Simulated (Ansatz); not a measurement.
Reaction (substitution at a C–In bond): `O[CH2][In]([F])[F]` + CH₃OH → `COCO` + `[F][InH][F]`

Calculated with Ansatz (gas phase, PBE0-D4/def2-TZVP geometries, no zero-point term in ΔE). CCSD(T)/CBS adds triple-zeta CCSD(T) − MP2 to the extrapolated MP2 energy (def2 sets, frozen cores). This one scheme is used for every species. DFT in def2-TZVPP. B3LYP here is the variant with VWN-RPA as its local correlation; programs differ in this. def2 core potentials past Kr. For In outer-core shells are correlated without core-valence functions, which leaves a few kJ/mol of doubt a bond. Each species was taken in one conformer, which may not be the lowest.

`O[CH2][In]([F])[F]`:

Z-matrix (Å, degrees):
```
C
In 1 2.170
O 1 1.389 2 106.3
H 1 1.088 2 111.2 3 -118.8
H 1 1.095 2 106.5 3 121.9
F 2 1.929 1 153.8 3 147.8
F 2 1.982 1 96.4 3 -30.7
H 3 0.966 1 109.5 2 46.6
```

CH₃OH:

Z-matrix (Å, degrees):
```
C
O 1 1.409
H 1 1.097 2 112.4
H 1 1.090 2 107.0 3 -118.5
H 1 1.097 2 112.4 3 123.0
H 2 0.959 1 108.5 3 -61.6
```

`COCO`:

```xyz
10

C    -1.142   -0.603   -0.360
O    -0.115   -0.617    0.604
C     0.667    0.533    0.593
O     1.447    0.666   -0.560
H    -1.697   -1.535   -0.253
H    -1.825    0.240   -0.193
H    -0.742   -0.535   -1.376
H     1.284    0.475    1.495
H     0.042    1.435    0.624
H     2.080   -0.059   -0.575
```

`[F][InH][F]`:

Z-matrix (Å, degrees):
```
In
F 1 1.935
F 1 1.935 2 106.8
H 1 1.681 2 126.6 3 180.0
```

```
             level  ΔE (kJ/mol)  difference from CCSD(T)/CBS
            PBE-D4         11.2                          8.1
         r2SCAN-D4          3.1                          0.0
           PBE0-D4          0.5                         -2.6
          B3LYP-D4          3.4                          0.3
           ωB97X-V        -11.6                        -14.7
           ωB97M-V         -6.7                         -9.8
            B2PLYP          0.8                         -2.3
               PBE         11.1                          8.0
            r2SCAN          3.2                          0.1
              PBE0          0.4                         -2.7
             B3LYP          3.1                          0.0
     HF/def2-TZVPP        -31.5                        -34.6
    MP2/def2-TZVPP          3.3                          0.2
SCS-MP2/def2-TZVPP         -2.5                         -5.6
   CCSD/def2-TZVPP         -7.7                        -10.8
CCSD(T)/def2-TZVPP         -4.3                         -7.4
     HF/def2-QZVPP        -31.7                        -34.8
    MP2/def2-QZVPP          7.5                          4.4
SCS-MP2/def2-QZVPP          1.3                         -1.8
      HF/CBS(def2)        -31.7                        -34.8
     MP2/CBS(def2)         10.7                          7.6
    CCSD/CBS(def2)         -0.4                         -3.5
       CCSD(T)/CBS          3.1                            0
```

Largest T1 diagnostic among the species: 0.017.

In def2-TZVPP, CCSD(T) changes the Hartree–Fock value by +27.1 kJ/mol (the triples alone add +3.4 kJ/mol) and MP2 by +34.8 kJ/mol. From PBE to PBE0 (25 % exact exchange), in def2-TZVPP and without D4, ΔE moves by −10.7 kJ/mol.
